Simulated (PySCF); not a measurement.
**Bonding in `N#C/C(F)=C(/[O-])F`**

Compound: C3F2NO (charge -1).
Atom-mapped SMILES: `[N:1]#[C:2]/[C:3]([F:4])=[C:5](/[O-:6])[F:7]`

Bond orders from the PBE0/pcSseg-1 density (PySCF). Geometry: GFN2-xTB; no solvent, vibrations or thermal averaging. The pcSseg-1 basis has no diffuse functions, a weakness for an anion.

Q: Where do the orders between heavy atoms depart from those drawn in the SMILES?

A: The largest departure is 0.883, at C5–O6 (drawn single, 1.883). Drawn single, order above 1.12: C5–O6 (1.883). Drawn single, order below 0.88: C3–F4 (0.878) and C5–F7 (0.854). Drawn double or triple, more than 0.30 short of the drawn order: C3–C5 (1.315). The SMILES, with its formal charges, is one Lewis structure only.

Q: Give the Mayer order of every bond, beside its length.

A: 
| bond | drawn as | length (Å) | Mayer order |
| --- | --- | --- | --- |
| N1–C2 | triple | 1.159 | 2.942 |
| C2–C3 | single | 1.378 | 1.120 |
| C3–F4 | single | 1.398 | 0.878 |
| C3–C5 | double | 1.378 | 1.315 |
| C5–O6 | single | 1.209 | 1.883 |
| C5–F7 | single | 1.439 | 0.854 |

Bonds between the same two heavy elements. C–C: lowest C2–C3 (1.120, 1.378 Å), highest C3–C5 (1.315, 1.378 Å). C–F: lowest C5–F7 (0.854, 1.439 Å), highest C3–F4 (0.878, 1.398 Å).

Q: Sum the orders of all bonds at each heavy atom with more than one neighbour and set the sums beside the valence in the SMILES.

A: C2 4.062 (drawn 4), C3 3.313 (drawn 4), C5 4.052 (drawn 4). Orders between atoms that aren't bonded are not in these sums.

The Mayer order sums products of elements of PS (density times overlap matrix) between the two atoms' basis functions, so it depends on the basis set.
